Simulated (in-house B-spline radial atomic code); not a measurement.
Whole-atom quantities along the 19-electron series, configuration 1s2 2s2 2p6 3s2 3p6 3d3/2(1). Breit and QED terms are first order and not part of the total energy; the density at the nucleus is averaged over the nuclear charge. Computed with a radial B-spline atomic code at the basis-set limit: Dirac-Hartree-Fock, jj configuration that fills j = l - 1/2 first, finite nuclei.

| ion | Z | E/Z² (Eh) | Σ<r²> (bohr²) | n(0)/Z³ (bohr⁻³) | Lamb diamagnetic shielding (ppm) | repulsion over attraction | Breit energy (eV) | self-energy (eV) | vacuum polarisation (eV) |
| --- | --- | --- | --- | --- | --- | --- | --- | --- | --- |
| Sc2+ | 21 | -1.7296 | 16.212 | 0.77605 | 1524.45 | 0.1501 | 6.1363 | 4.3861 | -0.32894 |
| Ti3+ | 22 | -1.7587 | 12.927 | 0.78958 | 1616.27 | 0.14566 | 7.2027 | 5.1671 | -0.39695 |
| V4+ | 23 | -1.7861 | 10.721 | 0.80383 | 1708.07 | 0.14124 | 8.3906 | 6.0414 | -0.47507 |
| Cr5+ | 24 | -1.8119 | 9.0945 | 0.81829 | 1799.99 | 0.13693 | 9.7064 | 7.015 | -0.56428 |
| Mn6+ | 25 | -1.8362 | 7.8384 | 0.83311 | 1892.08 | 0.13276 | 11.157 | 8.0942 | -0.66562 |
| Fe7+ | 26 | -1.8592 | 6.8398 | 0.8487 | 1984.39 | 0.12877 | 12.749 | 9.2855 | -0.78019 |
| Co8+ | 27 | ? | ? | ? | ? | ? | ? | ? | ? |
| Ni9+ | 28 | -1.9016 | 5.3586 | 0.88191 | 2169.79 | 0.12131 | 16.386 | 12.03 | -1.0537 |
| Cu10+ | 29 | ? | ? | ? | ? | ? | ? | ? | ? |
| Zn11+ | 30 | -1.9398 | 4.3222 | 0.91622 | 2356.38 | 0.11452 | 20.671 | 15.303 | -1.3946 |
| Ga12+ | 31 | -1.9576 | 3.9155 | 0.93437 | 2450.18 | 0.11136 | 23.074 | 17.155 | -1.5938 |
| Ge13+ | 32 | ? | ? | ? | ? | ? | ? | ? | ? |
| As14+ | 33 | -1.9907 | 3.2591 | 0.97326 | 2638.86 | 0.10548 | 28.439 | 21.326 | -2.057 |

(1) Fill in the row of Co8+.

(2) Fill in the row of Cu10+.

(3) Fill in the row of Ge13+.

(4) With what power of Z does the column «Σ<r²> (bohr²)» change over this range?

## Answers

(1) E/Z² (Eh): -1.881; Σ<r²> (bohr²): 6.0286; n(0)/Z³ (bohr⁻³): 0.86467; Lamb diamagnetic shielding (ppm): 2076.95; repulsion over attraction: 0.12495; Breit energy (eV): 14.49; self-energy (eV): 10.595; vacuum polarisation (eV): -0.90913.

(2) E/Z² (Eh): -1.9212; Σ<r²> (bohr²): 4.7976; n(0)/Z³ (bohr⁻³): 0.89841; Lamb diamagnetic shielding (ppm): 2262.93; repulsion over attraction: 0.11783; Breit energy (eV): 18.444; self-energy (eV): 13.597; vacuum polarisation (eV): -1.215.

(3) E/Z² (Eh): -1.9745; Σ<r²> (bohr²): 3.5644; n(0)/Z³ (bohr⁻³): 0.95305; Lamb diamagnetic shielding (ppm): 2544.33; repulsion over attraction: 0.10835; Breit energy (eV): 25.661; self-energy (eV): 19.16; vacuum polarisation (eV): -1.8141.

(4) A fit of the logarithm of its size against log Z from Z = 21 to 33 has slope -3.47. Unscreened non-relativistic hydrogenic orbitals would give -2.
